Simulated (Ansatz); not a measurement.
`N[Si](F)([SiH3])S` + `CBN[SiH3]` → `CBN([SiH3])[SiH3]` + `N[SiH](F)S`  (cleavage of the Si–Si bond)

Program: Ansatz. Geometries: PBE0-D4/def2-TZVP. ΔE: electronic, gas phase. CCSD(T)/CBS is the MP2 limit (def2-TZVPP, def2-QZVPP) plus CCSD(T) − MP2 in def2-TZVPP, frozen cores. Functionals use def2-TZVPP. B3LYP here is the variant with VWN-RPA as its local correlation; programs differ in this. One conformer a species, not always the lowest.

| level | ΔE (kJ/mol) | difference from CCSD(T)/CBS |
| --- | --- | --- |
| PBE0-D4 | -30.1 | 15.6 |
| ωB97X-V | -40.2 | 5.5 |
| ωB97M-V | -46.2 | -0.5 |
| r2SCAN | -36.0 | 9.7 |
| B3LYP | -36.7 | 9.0 |
| HF/def2-TZVPP | -54.6 | -8.9 |
| SCS-MP2/def2-TZVPP | -55.5 | -9.8 |
| HF/def2-QZVPP | -56.3 | -10.6 |
| MP2/def2-QZVPP | -54.8 | -9.1 |
| CCSD/CBS(def2) | -46.8 | -1.1 |
| CCSD(T)/CBS | -45.7 | 0 |

Largest T1 diagnostic among the species: 0.012.

From PBE to PBE0 (25 % exact exchange), in def2-TZVPP and without D4, ΔE moves by −7.7 kJ/mol.
